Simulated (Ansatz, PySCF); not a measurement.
Caution: the highest occupied level lies above zero, so the state may not be bound. This triplet is an excited state, 1.08 eV above the relaxed singlet at the level frozen-core CCSD(T)/aug-cc-pVDZ // PBE0-D3(BJ)/def2-TZVPD (Ansatz, a first-principles code).

Cartesian coordinates (Å):
```xyz
7

N      1.6096     0.2244     0.3520
Al     0.3155    -0.6944    -0.5977
C     -1.5295    -0.2245    -0.1056
O     -2.6691    -0.5009    -0.5148
H      2.3965    -0.2705     0.7472
H      1.3314     0.9519     1.0000
H     -1.4544     0.5140     0.7572
```
Charge -1, spin multiplicity 3.

Q: Give the highest occupied spin orbital and total energy at the level PySCF with PBE0-D3(BJ)/def2-TZVPD.

A: 
The highest occupied spin orbital is 0.86 eV and the total energy is -412.0813 Ha.
